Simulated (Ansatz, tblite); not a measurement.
Cost and result up the ladder for Ti₂O₄⁻ (6 atoms). Total charge -1; doublet. Geometry: PBE-D4/def2-SVPD.

```xyz
6

Ti    1.019   -0.213    0.862
Ti   -1.019    0.213   -0.862
O     2.659    0.116    0.898
O     0.240   -1.136   -0.564
O    -0.240    1.135    0.565
O    -2.659   -0.115   -0.900
```

Ansatz on 4 threads of Arm Neoverse V2 on a shared host; xTB runs through tblite on one thread. Times are rough, summed over both states, and most runs start from the orbitals of an earlier one. PBE-QIDH/def2-TZVPD serves as the yardstick here, not as an exact answer. The other state is a quartet at its own geometry.

The xTB rows come from tblite. Correlated methods freeze 14 core orbitals; core or outer-core shells of Ti are correlated, in sets that lack core-valence functions. HOMO above LUMO, or a gap near zero within one spin, warns that the state may not be the lowest or that an electron is smeared out. Another isomer (doublet) lies 0.04 eV lower at PBE0-D4/def2-TZVPD.

Second-order perturbation terms are unreliable where d shells bring near-degenerate states, and here MP2/def2-TZVPD lies more than 0.4 eV from the median of the functionals without such a term.

Correlated methods converge slowly with the basis.

xTB has no spin-polarisation term.

| level | functions | quartet − doublet (eV) | difference from PBE-QIDH/def2-TZVPD (eV) | remarks |
| --- | --- | --- | --- | --- |
| PBE0-D4/def2-TZVPD | 256 | 2.86 | -0.32 | – |
| GFN1-xTB | 34 | 3.44 | 0.26 | – |
| MP2/def2-TZVPD | 256 | 4.27 | 1.09 | – |
| PBE-QIDH/def2-TZVPD | 256 | 3.18 | 0.00 | – |
| r2SCAN-D4/def2-TZVPD (with forces) | 256 | 2.74 | -0.44 | HOMO above zero (doublet), HOMO above zero (quartet), gap within one spin near zero (quartet) |
| PBE-D4/def2-TZVPD | 256 | 2.87 | -0.31 | HOMO above zero (doublet), HOMO above zero (quartet), gap within one spin near zero (quartet) |
| B97M-V/def2-TZVPD | 256 | 2.85 | -0.33 | HOMO above zero (doublet), HOMO above zero (quartet), gap within one spin near zero (quartet) |
| GFN2-xTB | 34 | 3.07 | -0.10 | – |

**Question.** Estimate how long each takes.

**Answer.** GFN2-xTB 0.01 s; GFN1-xTB 0.011 s; PBE-D4/def2-TZVPD 28 s; MP2/def2-TZVPD 42 s; PBE0-D4/def2-TZVPD 58 s; PBE-QIDH/def2-TZVPD 67 s; r2SCAN-D4/def2-TZVPD (with forces) 70 s; B97M-V/def2-TZVPD 2.2 min. On shared hardware such times vary by a factor of up to 3.
